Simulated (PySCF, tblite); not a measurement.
Compound: C₅H₁₂BPS.
SMILES: `CC#C[B@-](C)([PH3+])SC`

Jobs on this species (20 atoms, 78 electrons) with PySCF (density fitting) and tblite. Hardware of each: Arm Neoverse N1, one thread, no GPU, shared host. Times come from a shared host and carry two figures at best.

Question: Rank these jobs by wall time, shortest first.
A. PBE0/pcSseg-1; shieldings, charges and field gradients; 210 basis functions
B. GFN2-xTB; Hessian by finite differences
C. GFN2-xTB; L-BFGS relaxation

Answer: B (1.5 s), C (2.6 s), A (74 s).

All jobs:

```json
{"level and settings": "GFN2-xTB", "work": "Hessian by finite differences", "basis functions": "–", "SCF cycles": "–", "wall time": "1.5 s"}
{"level and settings": "GFN2-xTB", "work": "L-BFGS relaxation", "basis functions": "–", "SCF cycles": "–", "wall time": "2.6 s"}
{"level and settings": "PBE0/pcSseg-1", "work": "shieldings, charges and field gradients", "basis functions": "210", "SCF cycles": "14", "wall time": "74 s"}
```

What do all jobs in the table cost together?

About 78 s; the longest takes about 95 % of that, and about 49 times as long as the shortest.
